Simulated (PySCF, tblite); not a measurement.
Species: C₆H₁₀O.
Numbering: `[OH:1][CH2:2][C@H:3]1[CH:4]=[CH:5][CH2:6][CH2:7]1` (hydrogens: H8 on O1; H9, H10 on C2; H11 on C3; H12 on C4; H13 on C5; H14, H15 on C6; H16, H17 on C7)

Computed with GFN2-xTB (tblite), gas phase: nudged elastic band of 9 images (0 to 8), spring 0.2 eV/Å², climbing image at the end, force threshold 0.05 eV/Å. The top image wasn't refined or checked by frequencies; at this threshold it can lie a kcal/mol or more above the true saddle point of the method.

Path: rotation about C2–C3 (carbinol carbon (C–OH), allylic carbon), followed by the dihedral O1–C2–C3–C7.

Image 0 (start, dihedral 53°):
```
atom  x, y, z in Å
O1     -1.817    1.074    0.323
C2     -1.793   -0.214   -0.237
C3     -0.368   -0.782   -0.370
C4      0.456    0.084   -1.281
C5      1.408    0.732   -0.633
C6      1.437    0.394    0.826
C7      0.404   -0.739    0.965
H8     -1.177    1.616   -0.156
H9     -2.275   -0.211   -1.228
H10    -2.387   -0.840    0.432
H11    -0.456   -1.801   -0.759
H12     0.228    0.164   -2.331
H13     2.107    1.431   -1.061
H14     2.433    0.083    1.144
H15     1.163    1.268    1.425
H16     0.906   -1.690    1.137
H17    -0.276   -0.558    1.796
```

Image 8 (end, +0.044 eV, dihedral 179°):
```
atom  x, y, z in Å
O1     -2.419    0.669   -1.150
C2     -1.698    0.162   -0.056
C3     -0.341   -0.444   -0.453
C4      0.568    0.614   -1.013
C5      1.577    0.886   -0.206
C6      1.557    0.046    1.034
C7      0.438   -0.976    0.767
H8     -2.528   -0.033   -1.802
H9     -2.291   -0.599    0.476
H10    -1.543    1.011    0.614
H11    -0.527   -1.238   -1.186
H12     0.347    1.098   -1.948
H13     2.341    1.625   -0.370
H14     2.520   -0.435    1.214
H15     1.337    0.669    1.905
H16     0.869   -1.949    0.534
H17    -0.214   -1.097    1.631
```

Question: What do the inner images look like?

Answer: 
Image 1: +0.030 eV, dihedral 68°
```
atom  x, y, z in Å
O1     -1.827    1.167    0.109
C2     -1.797   -0.203   -0.203
C3     -0.370   -0.763   -0.361
C4      0.448    0.140   -1.245
C5      1.409    0.757   -0.579
C6      1.459    0.352    0.861
C7      0.427   -0.785    0.961
H8     -1.267    1.627   -0.529
H9     -2.364   -0.396   -1.128
H10    -2.308   -0.707    0.621
H11    -0.466   -1.767   -0.786
H12     0.205    0.273   -2.287
H13     2.095    1.487   -0.977
H14     2.459    0.025    1.151
H15     1.190    1.199    1.498
H16     0.930   -1.746    1.068
H17    -0.231   -0.650    1.817
```

Image 2: +0.096 eV, dihedral 82°
```
atom  x, y, z in Å
O1     -1.878    1.225   -0.114
C2     -1.803   -0.177   -0.165
C3     -0.370   -0.731   -0.355
C4      0.451    0.200   -1.207
C5      1.424    0.779   -0.524
C6      1.484    0.310    0.895
C7      0.449   -0.826    0.950
H8     -1.432    1.579   -0.893
H9     -2.445   -0.559   -0.974
H10    -2.215   -0.525    0.785
H11    -0.472   -1.716   -0.821
H12     0.210    0.375   -2.243
H13     2.112    1.520   -0.895
H14     2.486   -0.034    1.160
H15     1.225    1.127    1.573
H16     0.953   -1.792    0.988
H17    -0.187   -0.745    1.829
```

Image 3: +0.168 eV, dihedral 98°
```
atom  x, y, z in Å
O1     -1.946    1.242   -0.336
C2     -1.803   -0.141   -0.126
C3     -0.369   -0.692   -0.357
C4      0.463    0.265   -1.170
C5      1.445    0.801   -0.468
C6      1.508    0.268    0.928
C7      0.464   -0.862    0.933
H8     -1.629    1.453   -1.222
H9     -2.509   -0.690   -0.768
H10    -2.103   -0.300    0.912
H11    -0.474   -1.653   -0.870
H12     0.232    0.479   -2.201
H13     2.142    1.547   -0.812
H14     2.508   -0.097    1.168
H15     1.261    1.054    1.646
H16     0.963   -1.831    0.910
H17    -0.159   -0.829    1.824
```

Image 4 (top): +0.210 eV, dihedral 115°
```
atom  x, y, z in Å
O1     -2.030    1.209   -0.561
C2     -1.794   -0.095   -0.089
C3     -0.366   -0.648   -0.367
C4      0.476    0.337   -1.133
C5      1.470    0.823   -0.412
C6      1.528    0.223    0.957
C7      0.470   -0.894    0.909
H8     -1.832    1.244   -1.503
H9     -2.540   -0.785   -0.513
H10    -1.972   -0.033    0.987
H11    -0.478   -1.579   -0.933
H12     0.254    0.598   -2.155
H13     2.179    1.569   -0.726
H14     2.524   -0.167    1.175
H15     1.294    0.976    1.714
H16     0.959   -1.867    0.837
H17    -0.148   -0.900    1.805
```

Image 5: +0.196 eV, dihedral 130°
```
atom  x, y, z in Å
O1     -2.121    1.129   -0.754
C2     -1.779   -0.046   -0.062
C3     -0.364   -0.604   -0.381
C4      0.487    0.408   -1.100
C5      1.492    0.842   -0.362
C6      1.543    0.179    0.978
C7      0.467   -0.919    0.883
H8     -1.990    0.992   -1.698
H9     -2.529   -0.829   -0.257
H10    -1.847    0.229    0.993
H11    -0.485   -1.503   -0.996
H12     0.264    0.724   -2.106
H13     2.214    1.588   -0.646
H14     2.533   -0.235    1.176
H15     1.324    0.901    1.768
H16     0.939   -1.895    0.776
H17    -0.155   -0.949    1.777
```

Image 6: +0.138 eV, dihedral 146°
```
atom  x, y, z in Å
O1     -2.221    1.001   -0.928
C2     -1.757    0.010   -0.044
C3     -0.361   -0.554   -0.398
C4      0.499    0.484   -1.066
C5      1.515    0.861   -0.311
C6      1.556    0.131    0.995
C7      0.457   -0.939    0.855
H8     -2.133    0.684   -1.833
H9     -2.480   -0.820    0.008
H10    -1.728    0.498    0.932
H11    -0.498   -1.419   -1.059
H12     0.266    0.863   -2.046
H13     2.249    1.606   -0.561
H14     2.539   -0.311    1.170
H15     1.354    0.821    1.818
H16     0.908   -1.921    0.716
H17    -0.173   -0.986    1.742
```

Image 7: +0.073 eV, dihedral 163°
```
atom  x, y, z in Å
O1     -2.321    0.838   -1.069
C2     -1.734    0.076   -0.042
C3     -0.355   -0.498   -0.418
C4      0.519    0.561   -1.031
C5      1.542    0.878   -0.259
C6      1.570    0.082    1.009
C7      0.444   -0.953    0.822
H8     -2.292    0.332   -1.888
H9     -2.402   -0.749    0.252
H10    -1.635    0.760    0.804
H11    -0.511   -1.327   -1.119
H12     0.277    1.004   -1.981
H13     2.291    1.622   -0.469
H14     2.542   -0.391    1.162
H15     1.385    0.735    1.866
H16     0.869   -1.941    0.649
H17    -0.195   -1.015    1.701
```

The largest changes of bonds and angles from start to top: C2–C3 1.540 → 1.556 Å, C3–C4 1.503 → 1.506 Å, O1–H8 0.965 → 0.963 Å, C5–C6 1.498 → 1.496 Å, O1–C2–C3 112.9 → 115.1°, C2–C3–C7 112.2 → 113.9°, C7–C3–H11 111.9 → 110.3°. GFN2-xTB torsional profiles can miss by a kcal/mol or more and can put conformers in the wrong order.

Question: What do single points at PBE0/pcSseg-1 (PySCF, no dispersion term) give on some images?

Answer: 
```json
{"image": "0", "GFN2-xTB E (eV)": "0.000", "DFT E (eV)": "0.000", "HOMO (eV)": "-7.11", "LUMO (eV)": "0.33", "dipole (D)": "1.59"}
{"image": "2", "GFN2-xTB E (eV)": "0.096", "DFT E (eV)": "0.157", "HOMO (eV)": "-7.15", "LUMO (eV)": "0.31", "dipole (D)": "1.55"}
{"image": "4", "GFN2-xTB E (eV)": "0.210", "DFT E (eV)": "0.345", "HOMO (eV)": "-7.03", "LUMO (eV)": "0.48", "dipole (D)": "1.55"}
{"image": "6", "GFN2-xTB E (eV)": "0.138", "DFT E (eV)": "0.226", "HOMO (eV)": "-6.96", "LUMO (eV)": "0.58", "dipole (D)": "1.65"}
{"image": "8", "GFN2-xTB E (eV)": "0.044", "DFT E (eV)": "0.094", "HOMO (eV)": "-6.88", "LUMO (eV)": "0.55", "dipole (D)": "1.72"}
```

Energies count from image 0 at each level. At the GFN2-xTB top the DFT energy is 8.0 kcal/mol against 4.8; the geometries weren't optimised at the DFT level.

The cost below is that of the whole band run. The run took 4.3 s on one thread, Intel Xeon Platinum 8259CL at 2.50 GHz (x86_64), no GPU, shared host with 96 logical CPUs at a one-minute load of 25, and the process peaked at 0.19 GiB of memory.
